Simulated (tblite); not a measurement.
A tight-binding relaxation on `C[O+]([BH2-]C1CC1)CC#N`.

Computed with GFN2-xTB geometry optimisation, gas phase (tblite 0.8.0). Start geometry: from a force field or distance geometry. A driver script takes a list of jobs; this job's settings line and coordinates (Å) are shown.

Command:
```bash
OMP_NUM_THREADS=1 python probes_run.py task.json out
```

Input:
```
{"job": {"kind": "relax", "xc": "GFN2-xTB", "basis": "xTB"}, "charge": 0, "multiplicity": 1}
C     -1.964200     1.445400     0.212500
O     -1.058500     0.455800    -0.242600
B      0.297800     0.703800     0.410900
C      1.452100    -0.013700    -0.453300
C      2.853100     0.128400     0.136600
C      2.134100    -1.207200     0.217400
C     -1.534100    -0.841200     0.138300
C     -2.576500    -1.285600    -0.783900
N     -3.402400    -1.644400    -1.519100
H     -1.667300     2.454100    -0.142500
H     -2.984100     1.279100    -0.226600
H     -2.079500     1.473300     1.326600
H      0.542800     1.876100     0.407400
H      0.302400     0.358400     1.550600
H      1.407500    -0.050400    -1.551900
H      2.939300     0.655600     1.118000
H      3.666700     0.154500    -0.625500
H      1.804400    -1.473900     1.247300
H      2.525100    -1.967200    -0.481400
H     -0.731500    -1.617500     0.082500
H     -1.935900    -0.866300     1.188400
```

Q: What does the run print?

A: 
```
step      E/eV     max force
  0    -736.72893    2.531
  1    -736.83289    7.804
  2    -737.11492    1.208
  3    -737.17783    0.760
  4    -737.21840    0.411
  5    -737.25551    0.451
  6    -737.27444    0.336
  7    -737.28531    0.214
  8    -737.29218    0.214
  9    -737.29865    0.193
... (92 lines left out)
102    -737.40900    0.017
103    -737.40904    0.019
104    -737.40909    0.014
105    -737.40911    0.049
106    -737.40913    0.039
107    -737.40916    0.013
108    -737.40918    0.014
109    -737.40920    0.021
110    -737.40922    0.016
111    -737.40924    0.008
```

«max force» is the largest atomic force in eV/Å.

Q: From which step on does the largest force stay under 0.1 eV/Å, and how much energy is left to gain from there?

A: From step 33 (0.097 eV/Å), 24.1 meV above the end.

Main results: energy lowered by 15.7 kcal/mol over 111 steps; largest atomic force 0.008 eV/Å at the end.

Q: How long does this job take on one thread, Intel Xeon at 2.50 GHz (x86_64) (shared host)?

A: About 2.5 s.
Labels such as C1 count atoms from 1, the log's own numbers from 0.
